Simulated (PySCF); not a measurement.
# Exercise with solution: refractive index and permittivity of the vapour

SiF2Cl, SMILES F[Si](F)Cl, multiplicity 2.

The structure is a stationary point at B3LYP-D3(BJ)/def2-SVP.

PBE/def2-TZVPD (PySCF) gives a mean static polarisability of 43.4 bohr³ and a dipole moment of 1.04 D. Take an ideal gas at 298.15 K and 1 bar, whether or not the substance is that volatile.

**Question.** Work out n − 1 in the optical limit and the static ε − 1.

**Answer.** 
Polarisability volume α' = 43.4 × 0.148185 = 6.43 Å³. Number density N = p/kT = 2.43e-5 Å⁻³.
Dilute limit of Lorentz–Lorenz: n − 1 = 2π N α' = 0.00098.
Orientation term of Debye: μ²/(3kT) = 8.098 Å³ × μ²(D²) = 8.76 Å³.
ε − 1 = 4π N (α' + μ²/3kT) = 0.0046. Orientation of the dipole supplies 58 % of the static response; it can't follow optical fields. Vibrational polarisation and dispersion are left out.
